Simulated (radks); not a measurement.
Sb III, configuration [Kr] 4d10 5s2 4f1 (not the ground configuration).

All-electron calculation, scalar-relativistic Kohn-Sham, r2SCAN, spin-polarised, spherical densities, finite nucleus; open shells are filled with parallel spins first (spin-orbit coupling, left out, can overturn this in heavy ions); meta-GGA in the generalised Kohn-Sham scheme; Fermi nuclear charge, rms radius 4.6802 fm. Program: a radial shooting solver on a logarithmic mesh with Libxc functionals.

Energy parts (hartree):
total: -6480.65340
kinetic: 6778.14302
electron-nucleus: -15631.79134
Hartree: 2542.97349
exchange-correlation: -169.97857

Orbitals (lengths in bohr, moments of r in powers of bohr; r(90%) holds 90 % of the orbital's charge):
| orbital | occ. | eigenvalue (hartree) | r(90%) |
|---|---|---|---|
| 1s up | 1 | -1116.584 | 0.0511 |
| 1s down | 1 | -1116.584 | 0.0511 |
| 2s up | 1 | -171.2377 | 0.189 |
| 2s down | 1 | -171.2378 | 0.189 |
| 2p up | 3 | -153.7063 | 0.174 |
| 2p down | 3 | -153.7064 | 0.174 |
| 3s up | 1 | -34.50324 | 0.485 |
| 3s down | 1 | -34.50320 | 0.485 |
| 3p up | 3 | -28.74794 | 0.493 |
| 3p down | 3 | -28.74792 | 0.493 |
| 3d up | 5 | -19.98224 | 0.480 |
| 3d down | 5 | -19.98228 | 0.480 |
| 4s up | 1 | -6.46876 | 1.14 |
| 4s down | 1 | -6.46843 | 1.14 |
| 4p up | 3 | -4.69919 | 1.25 |
| 4p down | 3 | -4.69865 | 1.25 |
| 4d up | 5 | -2.11438 | 1.57 |
| 4d down | 5 | -2.11279 | 1.57 |
| 4f up | 1 | -0.23386 | 7.79 |
| 5s up | 1 | -1.21388 | 2.96 |
| 5s down | 1 | -1.21536 | 2.94 |

The highest occupied level is 4f up at -6.364 eV. Summed over all electrons, <r^2> = 60.38 bohr^2, which gives a Langevin (diamagnetic) susceptibility term of -47.8 x 10^-6 cm^3/mol. Spin moment in Bohr magnetons: 1. The electron density at the nucleus is 2.15e+05 e/bohr^3 (large components only).
